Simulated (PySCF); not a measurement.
CH4N, SMILES [CH2]N, multiplicity 2. Atoms are numbered in the order given.

```xyz
6

C     -0.7231     0.0781     0.0000
N      0.6518    -0.0952     0.0000
H     -1.2397    -0.1162    -0.9302
H     -1.2397    -0.1162     0.9302
H      1.1277     0.2151     0.8326
H      1.1277     0.2151    -0.8326
```
Charge 0, spin multiplicity 2.

Coordinates come from a PBE0-D3(BJ)/def2-TZVP optimisation. The isomer is the one that the SMILES or the coordinates give; other isomers of the formula were not compared.

Computed with PySCF with r2SCAN/def2-TZVPD.

Mulliken values depend strongly on the basis, most of all with diffuse functions as here. ESP charges are fitted to the potential on shells at 1.4 to 2.0 van der Waals radii. Atomic charges (e):

```json
[
 {"atom": "C1", "meta-Löwdin": "-0.28", "ESP fit": "-0.52", "Mulliken": "-0.47", "Mulliken spin": "0.96"},
 {"atom": "N2", "meta-Löwdin": "-0.42", "ESP fit": "-0.57", "Mulliken": "-0.29", "Mulliken spin": "0.17"},
 {"atom": "H3", "meta-Löwdin": "0.11", "ESP fit": "0.21", "Mulliken": "0.19", "Mulliken spin": "-0.06"},
 {"atom": "H4", "meta-Löwdin": "0.11", "ESP fit": "0.21", "Mulliken": "0.19", "Mulliken spin": "-0.06"},
 {"atom": "H5", "meta-Löwdin": "0.24", "ESP fit": "0.33", "Mulliken": "0.19", "Mulliken spin": "0.00"},
 {"atom": "H6", "meta-Löwdin": "0.24", "ESP fit": "0.33", "Mulliken": "0.19", "Mulliken spin": "0.00"}
]
```
